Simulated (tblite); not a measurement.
C6H7N.
Atom-mapped SMILES: `[N:1]#[C:2][CH2:3][CH:4]=[C:5]1[CH2:6][CH2:7]1` (hydrogens: H8, H9 on C3; H10 on C4; H11, H12 on C6; H13, H14 on C7)

Computed with GFN2-xTB (tblite), gas phase: Langevin dynamics at 200 K from the optimised GFN2-xTB geometry, time step 0.5 fs, friction 0.01 fs⁻¹, 2000 steps. The instantaneous temperature is 2·E(kin)/(3Nk) with all 3N coordinates.

```json
{"t (fs)": "0", "T (K)": "155", "E(pot) above start (eV)": "0.000", "N1≡C2 (Å)": "1.143", "C2–C3 (Å)": "1.442", "C3–C4 (Å)": "1.509", "C4=C5 (Å)": "1.309", "C5–C6 (Å)": "1.464", "C3–H8 (Å)": "1.095", "C2–C3–C4–C5 (°)": "119"}
{"t (fs)": "25", "T (K)": "102", "E(pot) above start (eV)": "0.208", "N1≡C2 (Å)": "1.135", "C2–C3 (Å)": "1.437", "C3–C4 (Å)": "1.498", "C4=C5 (Å)": "1.307", "C5–C6 (Å)": "1.502", "C3–H8 (Å)": "1.068", "C2–C3–C4–C5 (°)": "117"}
{"t (fs)": "50", "T (K)": "131", "E(pot) above start (eV)": "0.225", "N1≡C2 (Å)": "1.152", "C2–C3 (Å)": "1.458", "C3–C4 (Å)": "1.477", "C4=C5 (Å)": "1.328", "C5–C6 (Å)": "1.466", "C3–H8 (Å)": "1.083", "C2–C3–C4–C5 (°)": "119"}
{"t (fs)": "75", "T (K)": "142", "E(pot) above start (eV)": "0.196", "N1≡C2 (Å)": "1.151", "C2–C3 (Å)": "1.462", "C3–C4 (Å)": "1.512", "C4=C5 (Å)": "1.314", "C5–C6 (Å)": "1.479", "C3–H8 (Å)": "1.109", "C2–C3–C4–C5 (°)": "118"}
{"t (fs)": "100", "T (K)": "150", "E(pot) above start (eV)": "0.237", "N1≡C2 (Å)": "1.141", "C2–C3 (Å)": "1.453", "C3–C4 (Å)": "1.492", "C4=C5 (Å)": "1.314", "C5–C6 (Å)": "1.455", "C3–H8 (Å)": "1.147", "C2–C3–C4–C5 (°)": "118"}
{"t (fs)": "125", "T (K)": "123", "E(pot) above start (eV)": "0.281", "N1≡C2 (Å)": "1.130", "C2–C3 (Å)": "1.433", "C3–C4 (Å)": "1.496", "C4=C5 (Å)": "1.317", "C5–C6 (Å)": "1.487", "C3–H8 (Å)": "1.134", "C2–C3–C4–C5 (°)": "118"}
{"t (fs)": "150", "T (K)": "182", "E(pot) above start (eV)": "0.200", "N1≡C2 (Å)": "1.133", "C2–C3 (Å)": "1.452", "C3–C4 (Å)": "1.505", "C4=C5 (Å)": "1.297", "C5–C6 (Å)": "1.505", "C3–H8 (Å)": "1.062", "C2–C3–C4–C5 (°)": "117"}
{"t (fs)": "175", "T (K)": "186", "E(pot) above start (eV)": "0.307", "N1≡C2 (Å)": "1.145", "C2–C3 (Å)": "1.466", "C3–C4 (Å)": "1.506", "C4=C5 (Å)": "1.322", "C5–C6 (Å)": "1.434", "C3–H8 (Å)": "1.024", "C2–C3–C4–C5 (°)": "113"}
{"t (fs)": "200", "T (K)": "206", "E(pot) above start (eV)": "0.290", "N1≡C2 (Å)": "1.162", "C2–C3 (Å)": "1.416", "C3–C4 (Å)": "1.488", "C4=C5 (Å)": "1.297", "C5–C6 (Å)": "1.458", "C3–H8 (Å)": "1.088", "C2–C3–C4–C5 (°)": "112"}
{"t (fs)": "225", "T (K)": "205", "E(pot) above start (eV)": "0.286", "N1≡C2 (Å)": "1.172", "C2–C3 (Å)": "1.453", "C3–C4 (Å)": "1.488", "C4=C5 (Å)": "1.331", "C5–C6 (Å)": "1.469", "C3–H8 (Å)": "1.137", "C2–C3–C4–C5 (°)": "112"}
{"t (fs)": "250", "T (K)": "222", "E(pot) above start (eV)": "0.295", "N1≡C2 (Å)": "1.140", "C2–C3 (Å)": "1.447", "C3–C4 (Å)": "1.515", "C4=C5 (Å)": "1.320", "C5–C6 (Å)": "1.461", "C3–H8 (Å)": "1.130", "C2–C3–C4–C5 (°)": "114"}
{"t (fs)": "275", "T (K)": "186", "E(pot) above start (eV)": "0.482", "N1≡C2 (Å)": "1.112", "C2–C3 (Å)": "1.437", "C3–C4 (Å)": "1.548", "C4=C5 (Å)": "1.283", "C5–C6 (Å)": "1.482", "C3–H8 (Å)": "1.078", "C2–C3–C4–C5 (°)": "116"}
{"t (fs)": "300", "T (K)": "210", "E(pot) above start (eV)": "0.342", "N1≡C2 (Å)": "1.128", "C2–C3 (Å)": "1.453", "C3–C4 (Å)": "1.493", "C4=C5 (Å)": "1.332", "C5–C6 (Å)": "1.445", "C3–H8 (Å)": "1.068", "C2–C3–C4–C5 (°)": "116"}
{"t (fs)": "325", "T (K)": "185", "E(pot) above start (eV)": "0.272", "N1≡C2 (Å)": "1.162", "C2–C3 (Å)": "1.448", "C3–C4 (Å)": "1.503", "C4=C5 (Å)": "1.283", "C5–C6 (Å)": "1.450", "C3–H8 (Å)": "1.097", "C2–C3–C4–C5 (°)": "123"}
{"t (fs)": "350", "T (K)": "183", "E(pot) above start (eV)": "0.360", "N1≡C2 (Å)": "1.169", "C2–C3 (Å)": "1.475", "C3–C4 (Å)": "1.530", "C4=C5 (Å)": "1.327", "C5–C6 (Å)": "1.441", "C3–H8 (Å)": "1.122", "C2–C3–C4–C5 (°)": "119"}
{"t (fs)": "375", "T (K)": "184", "E(pot) above start (eV)": "0.317", "N1≡C2 (Å)": "1.129", "C2–C3 (Å)": "1.432", "C3–C4 (Å)": "1.505", "C4=C5 (Å)": "1.299", "C5–C6 (Å)": "1.469", "C3–H8 (Å)": "1.103", "C2–C3–C4–C5 (°)": "118"}
{"t (fs)": "400", "T (K)": "228", "E(pot) above start (eV)": "0.266", "N1≡C2 (Å)": "1.131", "C2–C3 (Å)": "1.455", "C3–C4 (Å)": "1.513", "C4=C5 (Å)": "1.334", "C5–C6 (Å)": "1.498", "C3–H8 (Å)": "1.089", "C2–C3–C4–C5 (°)": "107"}
{"t (fs)": "425", "T (K)": "177", "E(pot) above start (eV)": "0.415", "N1≡C2 (Å)": "1.157", "C2–C3 (Å)": "1.526", "C3–C4 (Å)": "1.454", "C4=C5 (Å)": "1.332", "C5–C6 (Å)": "1.458", "C3–H8 (Å)": "1.109", "C2–C3–C4–C5 (°)": "109"}
{"t (fs)": "450", "T (K)": "230", "E(pot) above start (eV)": "0.309", "N1≡C2 (Å)": "1.160", "C2–C3 (Å)": "1.465", "C3–C4 (Å)": "1.510", "C4=C5 (Å)": "1.295", "C5–C6 (Å)": "1.484", "C3–H8 (Å)": "1.120", "C2–C3–C4–C5 (°)": "116"}
{"t (fs)": "475", "T (K)": "210", "E(pot) above start (eV)": "0.307", "N1≡C2 (Å)": "1.143", "C2–C3 (Å)": "1.409", "C3–C4 (Å)": "1.549", "C4=C5 (Å)": "1.319", "C5–C6 (Å)": "1.436", "C3–H8 (Å)": "1.077", "C2–C3–C4–C5 (°)": "111"}
{"t (fs)": "500", "T (K)": "199", "E(pot) above start (eV)": "0.343", "N1≡C2 (Å)": "1.134", "C2–C3 (Å)": "1.443", "C3–C4 (Å)": "1.606", "C4=C5 (Å)": "1.286", "C5–C6 (Å)": "1.434", "C3–H8 (Å)": "1.069", "C2–C3–C4–C5 (°)": "100"}
{"t (fs)": "525", "T (K)": "215", "E(pot) above start (eV)": "0.353", "N1≡C2 (Å)": "1.127", "C2–C3 (Å)": "1.440", "C3–C4 (Å)": "1.513", "C4=C5 (Å)": "1.285", "C5–C6 (Å)": "1.482", "C3–H8 (Å)": "1.088", "C2–C3–C4–C5 (°)": "99"}
{"t (fs)": "550", "T (K)": "145", "E(pot) above start (eV)": "0.436", "N1≡C2 (Å)": "1.140", "C2–C3 (Å)": "1.449", "C3–C4 (Å)": "1.475", "C4=C5 (Å)": "1.329", "C5–C6 (Å)": "1.499", "C3–H8 (Å)": "1.110", "C2–C3–C4–C5 (°)": "101"}
{"t (fs)": "575", "T (K)": "214", "E(pot) above start (eV)": "0.284", "N1≡C2 (Å)": "1.150", "C2–C3 (Å)": "1.431", "C3–C4 (Å)": "1.521", "C4=C5 (Å)": "1.292", "C5–C6 (Å)": "1.456", "C3–H8 (Å)": "1.104", "C2–C3–C4–C5 (°)": "108"}
{"t (fs)": "600", "T (K)": "190", "E(pot) above start (eV)": "0.305", "N1≡C2 (Å)": "1.151", "C2–C3 (Å)": "1.420", "C3–C4 (Å)": "1.561", "C4=C5 (Å)": "1.321", "C5–C6 (Å)": "1.442", "C3–H8 (Å)": "1.106", "C2–C3–C4–C5 (°)": "111"}
{"t (fs)": "625", "T (K)": "173", "E(pot) above start (eV)": "0.230", "N1≡C2 (Å)": "1.153", "C2–C3 (Å)": "1.449", "C3–C4 (Å)": "1.536", "C4=C5 (Å)": "1.297", "C5–C6 (Å)": "1.462", "C3–H8 (Å)": "1.115", "C2–C3–C4–C5 (°)": "112"}
{"t (fs)": "650", "T (K)": "230", "E(pot) above start (eV)": "0.298", "N1≡C2 (Å)": "1.137", "C2–C3 (Å)": "1.438", "C3–C4 (Å)": "1.536", "C4=C5 (Å)": "1.289", "C5–C6 (Å)": "1.472", "C3–H8 (Å)": "1.070", "C2–C3–C4–C5 (°)": "117"}
{"t (fs)": "675", "T (K)": "182", "E(pot) above start (eV)": "0.397", "N1≡C2 (Å)": "1.140", "C2–C3 (Å)": "1.458", "C3–C4 (Å)": "1.510", "C4=C5 (Å)": "1.333", "C5–C6 (Å)": "1.457", "C3–H8 (Å)": "1.052", "C2–C3–C4–C5 (°)": "123"}
{"t (fs)": "700", "T (K)": "221", "E(pot) above start (eV)": "0.177", "N1≡C2 (Å)": "1.151", "C2–C3 (Å)": "1.460", "C3–C4 (Å)": "1.492", "C4=C5 (Å)": "1.296", "C5–C6 (Å)": "1.477", "C3–H8 (Å)": "1.082", "C2–C3–C4–C5 (°)": "113"}
{"t (fs)": "725", "T (K)": "171", "E(pot) above start (eV)": "0.294", "N1≡C2 (Å)": "1.149", "C2–C3 (Å)": "1.445", "C3–C4 (Å)": "1.473", "C4=C5 (Å)": "1.321", "C5–C6 (Å)": "1.469", "C3–H8 (Å)": "1.135", "C2–C3–C4–C5 (°)": "110"}
{"t (fs)": "750", "T (K)": "164", "E(pot) above start (eV)": "0.462", "N1≡C2 (Å)": "1.131", "C2–C3 (Å)": "1.460", "C3–C4 (Å)": "1.504", "C4=C5 (Å)": "1.346", "C5–C6 (Å)": "1.470", "C3–H8 (Å)": "1.157", "C2–C3–C4–C5 (°)": "112"}
{"t (fs)": "775", "T (K)": "217", "E(pot) above start (eV)": "0.295", "N1≡C2 (Å)": "1.134", "C2–C3 (Å)": "1.448", "C3–C4 (Å)": "1.505", "C4=C5 (Å)": "1.302", "C5–C6 (Å)": "1.467", "C3–H8 (Å)": "1.110", "C2–C3–C4–C5 (°)": "114"}
{"t (fs)": "800", "T (K)": "170", "E(pot) above start (eV)": "0.347", "N1≡C2 (Å)": "1.146", "C2–C3 (Å)": "1.406", "C3–C4 (Å)": "1.523", "C4=C5 (Å)": "1.321", "C5–C6 (Å)": "1.482", "C3–H8 (Å)": "1.064", "C2–C3–C4–C5 (°)": "105"}
{"t (fs)": "825", "T (K)": "236", "E(pot) above start (eV)": "0.235", "N1≡C2 (Å)": "1.160", "C2–C3 (Å)": "1.453", "C3–C4 (Å)": "1.519", "C4=C5 (Å)": "1.309", "C5–C6 (Å)": "1.467", "C3–H8 (Å)": "1.064", "C2–C3–C4–C5 (°)": "109"}
{"t (fs)": "850", "T (K)": "191", "E(pot) above start (eV)": "0.221", "N1≡C2 (Å)": "1.143", "C2–C3 (Å)": "1.423", "C3–C4 (Å)": "1.496", "C4=C5 (Å)": "1.310", "C5–C6 (Å)": "1.442", "C3–H8 (Å)": "1.106", "C2–C3–C4–C5 (°)": "117"}
{"t (fs)": "875", "T (K)": "145", "E(pot) above start (eV)": "0.282", "N1≡C2 (Å)": "1.133", "C2–C3 (Å)": "1.473", "C3–C4 (Å)": "1.518", "C4=C5 (Å)": "1.296", "C5–C6 (Å)": "1.436", "C3–H8 (Å)": "1.102", "C2–C3–C4–C5 (°)": "108"}
{"t (fs)": "900", "T (K)": "213", "E(pot) above start (eV)": "0.252", "N1≡C2 (Å)": "1.146", "C2–C3 (Å)": "1.431", "C3–C4 (Å)": "1.526", "C4=C5 (Å)": "1.306", "C5–C6 (Å)": "1.479", "C3–H8 (Å)": "1.076", "C2–C3–C4–C5 (°)": "121"}
{"t (fs)": "925", "T (K)": "218", "E(pot) above start (eV)": "0.290", "N1≡C2 (Å)": "1.139", "C2–C3 (Å)": "1.447", "C3–C4 (Å)": "1.499", "C4=C5 (Å)": "1.329", "C5–C6 (Å)": "1.490", "C3–H8 (Å)": "1.096", "C2–C3–C4–C5 (°)": "121"}
{"t (fs)": "950", "T (K)": "248", "E(pot) above start (eV)": "0.364", "N1≡C2 (Å)": "1.141", "C2–C3 (Å)": "1.434", "C3–C4 (Å)": "1.508", "C4=C5 (Å)": "1.286", "C5–C6 (Å)": "1.527", "C3–H8 (Å)": "1.131", "C2–C3–C4–C5 (°)": "118"}
{"t (fs)": "975", "T (K)": "247", "E(pot) above start (eV)": "0.349", "N1≡C2 (Å)": "1.143", "C2–C3 (Å)": "1.443", "C3–C4 (Å)": "1.482", "C4=C5 (Å)": "1.375", "C5–C6 (Å)": "1.485", "C3–H8 (Å)": "1.094", "C2–C3–C4–C5 (°)": "115"}
{"t (fs)": "1000", "T (K)": "138", "E(pot) above start (eV)": "0.519", "N1≡C2 (Å)": "1.151", "C2–C3 (Å)": "1.428", "C3–C4 (Å)": "1.497", "C4=C5 (Å)": "1.298", "C5–C6 (Å)": "1.469", "C3–H8 (Å)": "1.097", "C2–C3–C4–C5 (°)": "117"}
```

Problem. From 500 fs on, how do temperature and potential energy compare with equipartition?

Solution. The mean temperature of these 21 frames is 197 K against the target 200 K, and the mean potential energy 0.32 eV against 36 × kT/2 = 0.31 eV for 36 classical harmonic modes. For 14 atoms in a canonical ensemble the temperature itself scatters by T·√(2/(3N)) = 44 K; here its standard deviation is 33 K. The whole run lasts only 10 friction times of 100 fs, so these averages carry a wide statistical error.

Problem. What are the kinetic and total energies of the listed frame with the highest potential energy?

Solution. The one at 1000 fs, 0.519 eV above the start. Its kinetic energy is 3NkT/2 = 0.249 eV at 138 K, so the sum is 0.77 eV; over the listed frames the sum runs from 0.28 to 0.82 eV, since the thermostat adds and removes energy.

Problem. How much do the listed bonds fluctuate from 500 fs on?

Solution. 
```csv
bond,at the start (Å),mean (Å),standard deviation (Å)
N1≡C2,1.143,1.143,0.008
C2–C3,1.442,1.442,0.015
C3–C4,1.509,1.514,0.029
C4=C5,1.309,1.311,0.022
C5–C6,1.464,1.470,0.021
C3–H8,1.095,1.097,0.025
```

The motion is classical and holds no zero-point motion.

What follows is the cost of the whole dynamics run. The run took 6.5 s wall on Intel Xeon 6975P-C, one thread, shared host with 192 logical CPUs at a one-minute load of 51, and the process peaked at 0.19 GiB of memory.
